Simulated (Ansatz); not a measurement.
```yaml
crystal:
  periodic: [false, false, false]
  atoms:
    - {symbol: C, position_ang: [-0.785172, -2.191180, 0.726808]}
    - {symbol: C, position_ang: [0.072468, -1.634025, 0.729285]}
    - {symbol: Si, position_ang: [1.434688, -0.292169, 0.261365]}
    - {symbol: O, position_ang: [0.797043, 1.214256, -0.041101]}
    - {symbol: C, position_ang: [-0.241192, 1.461332, -0.965682]}
    - {symbol: H, position_ang: [-1.694250, -3.031643, 0.941633]}
    - {symbol: H, position_ang: [2.220171, -0.177084, 1.594116]}
    - {symbol: H, position_ang: [-1.231692, 0.731796, -0.717671]}
    - {symbol: H, position_ang: [-0.026492, 1.267116, -1.814176]}
    - {symbol: H, position_ang: [-0.398876, 2.486544, -0.772148]}
basis:
  gaussian: {orbitals: def2-SVPD, final_grid: {core_spheres: 20, valence_spheres: 16, degree: 47}}
total_charge: -1
hamiltonian: {xc: {name: wB97X-D}}
output: {forces: true}
```

```sh
$ ansatz run in.yaml --threads 4 --pin off --events-out ev --progress --plain --max-ram 10444MiB
```

(1) How does Ansatz answer? (Best estimate.)

## Answers

(1) The calculation gave: The input was rejected before any iteration.
```
Error: YAML parse error: error: line 17 column 19: hamiltonian.xc: no functional is named "wB97X-D"; the names, which are not case-sensitive, are SVWN5, SPW92, PBE, PBE0, PBEsol, revPBE, revPBE0, RPBE, rPW86-PBE, HSE06, wPBEh, LC-wPBE, HISS, HF, BLYP, B3LYP, B3LYP5, BHLYP, CAM-B3LYP, r2SCAN, r2SCANh, r2SCAN0, r2SCAN50, m-r2SCAN, B97, wB97, wB97X, wB97X-V, B97M-V, wB97M-V, B2PLYP, B2GP-PLYP, PBE0-DH, PBE-QIDH
  --> <input>:17:19
   |
15 |   gaussian: {orbitals: def2-SVPD, final_grid: {core_spheres: 20, valence_spheres: 1…
16 | total_charge: -1
17 | hamiltonian: {xc: {name: wB97X-D}}
   |                   ^ hamiltonian.xc: no functional is named "wB97X-D"; the names, which are not case-sensitive, are SVWN5, SPW92, PBE, PBE0, PBEsol, revPBE, revPBE0, RPBE, rPW86-PBE, HSE06, wPBEh, LC-wPBE, HISS, HF, BLYP, B3LYP, B3LYP5, BHLYP, CAM-B3LYP, r2SCAN, r2SCANh, r2SCAN0, r2SCAN50, m-r2SCAN, B97, wB97, wB97X, wB97X-V, B97M-V, wB97M-V, B2PLYP, B2GP-PLYP, PBE0-DH, PBE-QIDH
18 | output: {forces: true}
   |
```

HSE06 is defined as in plane-wave codes.
